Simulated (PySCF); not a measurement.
Harmonic spectrum computed at PBE0 in the def2-TZVPD basis family (core potentials from Rb on, PySCF, no spin–orbit coupling):

| symmetry | ω (cm⁻¹) | IR (km/mol, summed over degenerate members) |
| --- | --- | --- |
| a1 | 223 | 204 |
| e2 | 308 | 0.0 |
| e1 | 569 | 442 |
| e2 | 836 | 0.0 |
| e1 | 1706 | 1409 |
| e2 | 1759 | 0.0 |
| a1 | 1869 | 6.5 |

Which molecule gave it? In each, all ligands are bound to the one heavy central atom.
A. ZrH₅⁻ (singlet)
B. OsH₅⁻ (singlet)
C. TcH₅⁻ (quartet)
D. HfH₅⁻ (singlet)
E. WH₅⁻ (triplet)

C. It has C5v symmetry with Tc–H 1.711 Å (×5).
